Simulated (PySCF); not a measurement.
C₂H₉NOSi, SMILES CC[Si@@H](N)O.

Geometry: r2SCAN-D4/def2-SVP. The structure was generated by enumeration; whether it is a known compound was not checked. The values are those of a single conformer.

Two levels are set side by side: TDA-PBE/def2-SVPD (PySCF) and TDA-M06-2X/def2-SVPD (PySCF). Vertical, same geometry. The lowest singlet is HOMO→LUMO 97 % with PBE and HOMO→LUMO 39 %, HOMO→LUMO+1 29 %, HOMO→LUMO+2 18 % with the other functional; states are paired by order. Differences are taken from unrounded values.

```json
[
 {"quantity": "lowest singlet excitation (eV)", "TDA-M06-2X": "7.04"},
 {"quantity": "lowest triplet excitation (TDA) (eV)", "TDA-M06-2X": "6.76"},
 {"quantity": "first bright state (f over 0.05) (eV)", "TDA-M06-2X": "8.84"},
 {"quantity": "its oscillator strength", "TDA-M06-2X": "0.15"}
]
```

Task: What does TDA-PBE give, and how far is it from TDA-M06-2X? (The exact figures need the calculation; the answer reports its results.)

Result: 
```csv
quantity,TDA-PBE,TDA-PBE minus TDA-M06-2X
lowest singlet excitation (eV),5.99,-1.05
lowest triplet excitation (TDA) (eV),5.78,-0.99
first bright state (f over 0.05) (eV),7.61,-1.23
its oscillator strength,0.08,-0.07
```

Functionals without exact exchange tend to place singlet excitations lower, as here. Differences between two approximate levels are no errors against the true value.

Rough cost on one machine, each run with all the roots and properties that it gave: TDA-M06-2X against TDA-PBE about 10 times.
